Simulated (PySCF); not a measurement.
2-chloro-3-fluorobuta-1,3-diene (C4H4ClF), SMILES C=C(F)C(=C)Cl. Geometry optimised at r2SCAN-D4/def2-SVP. One conformer was computed; it need not be the lowest.

Computed equilibrium geometry at r2SCAN-D4/def2-SVP (PySCF confirms it by a frequency run) as a Z-matrix, and its point group (one conformer of several):
point group Cs.
```
C
C 1 1.3383
F 1 1.3458 2 119.73
H 2 1.0886 1 120.27 3 180.00
H 2 1.0913 4 120.08 1 180.00
C 1 1.4661 2 128.43 4 0.00
C 6 1.3424 1 123.58 2 180.00
H 7 1.0909 6 121.15 1 180.00
H 7 1.0911 8 119.50 6 180.00
Cl 6 1.7432 7 120.71 8 0.00
```
